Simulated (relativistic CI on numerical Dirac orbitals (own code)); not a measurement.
d1 to d9 in one octahedral field

Computed with a parametric ligand-field model without spin-orbit coupling, by exact diagonalisation: B = 350, C = 1340, 10Dq = 30100 cm⁻¹ (Oh; |10Dq|/B = 86.0) for every shell. Energies in cm⁻¹; the field energy is (0.6 n_e − 0.4 n_t2) × 10Dq of the ground term; g labels are left out. So small a B with so large a field is typical of 4d and 5d ions, where spin-orbit coupling, left out here, reaches 1,000 to 4,000 cm⁻¹.

| Shell | Ground term | Electrons in e | Field energy | First spin-allowed bands | Lowest term of other spin |
| --- | --- | --- | --- | --- | --- |
| d1 | 2T2 | 0.000 | -12040 | 2E 30100 |  |
| d2 | 3T1 | 0.004 | -23961 | 3T2 29182, 3T1 33514 | 1T2 4863 |
| d3 | 4A2 | 0.000 | -36120 | 4T2 30100, 4T1 34137 | 2E 6898 |
| d4 | 3T1 | 0.006 | -47976 | 3E 28682, 3T1 29002 | 1T2 4340 |
| d5 | 2T2 | 0.012 | -59829 | 2A2 28088, 2T1 28217 | 4T1 23353 |
| d6 | ? | ? | ? | ? | ? |
| d7 | 2E | 1.006 | -54008 | 2T1 28941, 2T2 29291 | 4T1 23407 |
| d8 | 3A2 | 2.000 | -36120 | 3T2 30100, 3T1 34137 | 1E 5456 |
| d9 | 2E | 3.000 | -18060 | 2T2 30100 |  |

(1) Fill in the row of d6.

## Answers

(1) Ground term: 1A1; Electrons in e: 0.009; Field energy: -71960; First spin-allowed bands: 1T1 29007, 1T2 34254; Lowest term of other spin: 3T1 26213. Low spin: d4, d5, d6, d7; the other shells keep the spin of the free ion. Only d4 to d7 can choose; the field needed to pair spins is smallest for d6 and largest for d5, which loses most exchange energy. In the strong-field picture 10Dq must exceed about 6B + 5C = 8800 (d4), 7.5B + 5C = 9325 (d5), 2.5B + 4C = 6235 (d6) and 4B + 4C = 6760 (d7); mixing of terms shifts these bounds somewhat.
